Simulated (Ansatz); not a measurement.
System: sum formula WO4H4, charge 0, multiplicity 3. The spin state was set by rule; other spins were not relaxed. 
Structure (B3LYP-D3(BJ)/def2-TZVP (Ansatz, an electronic-structure program) minimum search):
SMILES: [OH][W]([OH])([OH])[OH]
```xyz
9

W      0.0140    -0.0896     0.0271
O      1.2942    -0.1308    -1.4058
H      1.3112     0.5482    -2.0938
O      0.2199     0.6638     1.7741
H     -0.1019     1.5704     1.8863
O     -0.5183     1.7222    -0.4848
H     -0.5613     1.9273    -1.4255
O     -0.9693    -1.6926     0.0697
H     -1.8996    -1.9183     0.0040
```
Charge 0, spin multiplicity 3.

Computed values are from Ansatz. Valence correlation only, unless marked. Open shells are spin-unrestricted. No spin-orbit coupling. Frozen are the shells of the preceding noble gas and the d and f shells that filled before the atom's block. Past Kr the def2 sets carry scalar-relativistic core potentials. Basis-set limits of correlation are two-point, X^-3; Hartree-Fock from the larger set. The bracket is a focal-point correction in the basis named.

| Quantity | Result |
|---|---|
| atomisation energy De | 3593.0 kJ/mol at RI-MP2/CBS(def2-TZVPP,def2-QZVPP)+[CCSD(T)-MP2]/def2-TZVPP |
| total energy | -369.8340 Eh at RI-MP2/CBS(def2-TZVPP,def2-QZVPP)+[CCSD(T)-MP2]/def2-TZVPP |
| dipole moment | 2.71 D at CCSD(T)/def2-SVPD |
| T1 diagnostic | 0.023 at CCSD/def2-TZVPP |
